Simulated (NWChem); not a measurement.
**Total energies of AlP**

```xyz
2

Al     0.0000     0.0000     1.1825
P      0.0000     0.0000    -1.0249
```
Charge 0, spin multiplicity 3.

The numbers come from NWChem runs, not from measurements. All single points use one geometry, from UPBE0/def2-SVP, a minimum by its harmonic frequencies.

Basis set: cc-pVTZ (68 functions).

| method | total energy (Ha) | relative cost |
|---|---|---|
| UHF | -582.62052 | 1 |
| UMP2 | -582.78366 | under 3 |
| UB2PLYP | -583.48104 | under 3 |
| UPBE | -583.42889 | under 3 |
| UB3LYP | -583.75838 | under 3 |
| UTPSS | -583.76109 | under 3 |

Total energies of different functionals aren't comparable as a measure of quality: only differences taken within one method are. The cost column gives rough processor time relative to UHF; each entry includes its own SCF.

The correlated methods keep 10 core orbitals frozen. B3LYP has NWChem's definition, with VWN1-RPA local correlation. This spin state was chosen for the runs; another may lie lower. The structure started from a generated list of species. The unpaired electrons of the parent sit in orbitals of symmetry a1 and b2 (C2v labels of the run); other states weren't searched. No SCF solution was tested for a lower state. Open-shell Hartree-Fock references start from PBE0 orbitals; any time given for them includes that run.
